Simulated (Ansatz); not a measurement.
A run for Ansatz (a quantum-chemistry and plane-wave program): R-CCSD(T)/cc-pVTZ on H2O (SMILES O).

Ansatz 0.2 input:
```yaml
crystal:
  periodic: [false, false, false]
  atoms:
    - {symbol: O, position_ang: [-0.00000000, 0.00000000, 0.38961139]}
    - {symbol: H, position_ang: [0.00000000, 0.76498632, -0.19485569]}
    - {symbol: H, position_ang: [0.00000000, -0.76498632, -0.19485569]}
basis:
  gaussian:
    orbitals: cc-pVTZ
magnetization: {spin_polarized: false}
correlation: {method: ccsd_t, electrons: outside_noble_gas}
scf: {lower_state_search: off}
```

Program output:

```
WARN ansatz: RAYON_NUM_THREADS=4 ignored (pool sized by the plan → 4); use --threads N
Functional definition: HF
these checks for a lower state are left out or cut short: stability, starts, cluster_reference, orbital_swaps, neighbouring_geometries, increment
integrals: 0.02 GiB planned
342 factors; integrals over basis functions are off by at most 6.6e-4 eV
mean field: 0.06 GiB planned
mean field evaluation 1: about -2067.8770 eV, gradient 3.2e1 eV
mean field evaluation 2: about -2067.8771 eV, gradient 3.2e1 eV
mean field evaluation 4: about -2069.6026 eV, gradient 1.4e0 eV
mean field evaluation 8: about -2069.6097 eV, gradient 2.7e-5 eV
mean field -2069.60965127 eV, -76.0567518522 hartree, gradient 4.4e-6 eV, S^2 0.000000; 0 other end points of the search recorded, 0 dependent functions left out
1 core orbitals not correlated
reference -2069.60965127 eV, -76.0567518522 hartree; 4, 4 occupied and 53, 53 virtual orbitals, 342 factors
second order -7.12375362 eV of doubles, -0.00000000 eV of singles
coupled cluster: 0.10 GiB planned
cycle   1  -7.13173457 eV  change   -8.0e-3 eV  update   3.8e-2
cycle   2  -7.26407348 eV  change   -1.3e-1 eV  update   1.0e-2
cycle   3  -7.28418865 eV  change   -2.0e-2 eV  update   3.9e-3
cycle   4  -7.28354813 eV  change    6.4e-4 eV  update   7.2e-4
cycle   5  -7.28400126 eV  change   -4.5e-4 eV  update   2.6e-4
cycle   6  -7.28402035 eV  change   -1.9e-5 eV  update   8.4e-5
cycle   7  -7.28402525 eV  change   -4.9e-6 eV  update   2.6e-5
cycle   8  -7.28401497 eV  change    1.0e-5 eV  update   6.7e-6
cycle   9  -7.28401255 eV  change    2.4e-6 eV  update   1.2e-6
perturbative correction -0.20901266 eV, -0.0076810737 hartree
Total energy: -2077.10267648 eV, -76.3321154500 hartree
Checks for a lower state left out: stability, starts, cluster_reference, orbital_swaps, neighbouring_geometries, increment
```

The run converged.

Cost: very roughly 0.5 core-seconds.
